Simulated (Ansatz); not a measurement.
## Worked example: the barrier

An elementary step of SiNH$_{6}$OF, closed shell (SiNH₅O ([NH2][SiH2][OH]) + HF → SiH₃OF ([OH][SiH2][F]) + NH₃; bonds formed: Si1–F7, N2–H6; bonds broken: Si1–N2, H6–F7). “Start” is the structure reached by relaxing down from the saddle towards the reactants; PBE0-D4/def2-TZVP structures. The saddle:

```json
{"atom": "Si1", "x (Å)": "-0.5387", "y (Å)": "0.4615", "z (Å)": "-0.3922"}
{"atom": "N2", "x (Å)": "0.2342", "y (Å)": "-1.1776", "z (Å)": "0.0178"}
{"atom": "H3", "x (Å)": "-1.0003", "y (Å)": "0.2115", "z (Å)": "-1.7886"}
{"atom": "H4", "x (Å)": "-1.7485", "y (Å)": "0.5999", "z (Å)": "0.4392"}
{"atom": "O5", "x (Å)": "0.5477", "y (Å)": "1.6537", "z (Å)": "-0.6310"}
{"atom": "H6", "x (Å)": "0.5513", "y (Å)": "-0.6953", "z (Å)": "0.9939"}
{"atom": "F7", "x (Å)": "0.4254", "y (Å)": "0.4701", "z (Å)": "1.6112"}
{"atom": "H8", "x (Å)": "-0.4172", "y (Å)": "-1.9451", "z (Å)": "0.1311"}
{"atom": "H9", "x (Å)": "0.9898", "y (Å)": "-1.4590", "z (Å)": "-0.5952"}
{"atom": "H10", "x (Å)": "0.9564", "y (Å)": "1.8803", "z (Å)": "0.2140"}
```

Program: Ansatz 0.2.0. Basis: def2-TZVPP and def2-QZVPP. Cores are frozen in the correlated methods.

Energies in eV:

| quantity | saddle | start |
| --- | --- | --- |
| Hartree–Fock, triple zeta (X = 3) | -14186.66732 | -14187.64130 |
| Hartree–Fock, quadruple zeta (X = 4) | -14187.22456 | -14188.20040 |
| MP2 correlation, X = 3 | -23.85582 | -23.56022 |
| MP2 correlation, X = 4 | -25.82111 | -25.51500 |
| CCSD(T) correlation, X = 3 | -25.32944 | -25.05367 |

Work out the barrier at the basis limit: extrapolate Hartree–Fock as E(X) = E∞ + A exp(−7.88 √X) and the MP2 correlation as E(X) = E∞ + B X^−2.97 (the exponents that Neese and Valeev fitted for def2-TZVPP and QZVPP), then add CCSD(T) − MP2 in triple zeta.

Each step is linear, so take the differences first (saddle − start): Hartree–Fock 0.97398 (X = 3) and 0.97584 (X = 4); MP2 correlation -0.29560 and -0.30611; CCSD(T) correlation -0.27577.
Two points give E∞ = E(4) + w [E(4) − E(3)], with w = 1/(exp(7.88 (2 − √3)) − 1) = 0.1377 for Hartree–Fock and w = 1/((4/3)^2.97 − 1) = 0.7407 for the correlation.
Hartree–Fock: 0.97584 + 0.1377 × 0.00186 = 0.9761 eV.
MP2 correlation: -0.30611 + 0.7407 × (-0.01051) = -0.3139 eV.
CCSD(T) − MP2: -0.27577 − (-0.29560) = 0.0198 eV.
Sum: 0.9761 + (-0.3139) + 0.0198 = 0.6820 eV, or 15.73 kcal/mol. Plain CCSD(T) in triple zeta gives 0.6982 eV, so the larger basis shifts the result by -0.0162 eV.

No T1 diagnostic of these runs exceeds 0.013.

Steps of this kind, hydrogen fluoride cutting a network bond, underlie vapour etching and the fluorination step of atomic layer etching.

Labels in which every atom is bracketed show which atoms are joined, not bond orders.

For scale, one of the runs: CCSD(T)/def2-TZVPP, 219 basis functions, launched by `ansatz run in.yaml --threads 4 --pin off --events-out ev --progress --plain --max-ram 9574MiB`. Hardware: 4 CPU threads of an Intel Xeon, shared host. Wall time 100 s; peak host memory 3.5 GiB.
